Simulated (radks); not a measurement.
Values are calculated unless marked as measured or tabulated.
Question: The mean radii <r> (bohr) of the occupied orbitals of an atom or ion are listed with their occupations. Code: a radial shooting solver on a logarithmic mesh with Libxc functionals. Model: scalar-relativistic Kohn-Sham, Slater X-alpha with alpha = 0.722, spin-unpolarised, spherical densities, point nucleus.

orbital  occ.      <r>
1s          2  0.01899
2s          2  0.08037
2p          6  0.07170
3s          2   0.2087
3p          6   0.2084
3d         10   0.1888
4s          2   0.4680
4p          6   0.4973
4d         10   0.5345
5s          2    1.130
5p          6    1.330
4f         14   0.6711
6s          2    3.102
5d          1    2.156

Name the element and its charge.

Answer: Z = 72, hafnium, charge +1: Hf+ in [Xe] 4f14 5d1 6s2. The 1s radius gives Z: for a bare nucleus <r> = (2 gamma + 1)/(2Z) with gamma = sqrt(1 - (Z/c)^2), 0.01876 bohr for Z = 72, and screening makes it slightly larger (0.01899 here). The occupations add up to 71, and the charge is Z minus that.
